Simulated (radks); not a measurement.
Results of a calculation; reference values are marked as such.
Task: All-electron atom: Ru30+ in [Ne] 3s2 3p2. Code: a radial shooting solver on a logarithmic mesh with Libxc functionals. Model: Dirac Kohn-Sham, PBE, spin-unpolarised, spherical densities, point nucleus; open shells fill j = l - 1/2 first. Some entries of the table are withheld. Estimate them.

| orbital | occ. | eigenvalue (eV) | <1/r> (bohr^-1) | <r^2> (bohr^2) |
|---|---|---|---|---|
| 1s1/2 | 2 | -23502.31 | 45.89 | 0.001509 |
| 2s1/2 | 2 | -4661.413 | 10.65 | 0.02418 |
| 2p1/2 | 2 | (1) | 10.60 | 0.01811 |
| 2p3/2 | 4 | (2) | 10.05 | 0.01936 |
| 3s1/2 | 2 | -1788.561 | 4.238 | 0.1416 |
| 3p1/2 | 2 | -1710.636 | (3) | (4) |
| 3p3/2 | 0 | -1678.328 | (5) | (6) |
| 3d3/2 | 0 | -1564.968 | (7) | 0.1056 |
| 3d5/2 | 0 | -1557.521 | (8) | 0.1070 |
| 4s1/2 | 0 | -933.2611 | 2.239 | (9) |

Result: 
(1) 2p1/2 eigenvalue (eV): -4439.430
(2) 2p3/2 eigenvalue (eV): -4304.818
(3) 3p1/2 <1/r> (bohr^-1): 4.177
(4) 3p1/2 <r^2> (bohr^2): 0.1315
(5) 3p3/2 <1/r> (bohr^-1): 4.039
(6) 3p3/2 <r^2> (bohr^2): 0.1368
(7) 3d3/2 <1/r> (bohr^-1): 3.911
(8) 3d5/2 <1/r> (bohr^-1): 3.875
(9) 4s1/2 <r^2> (bohr^2): 0.4954
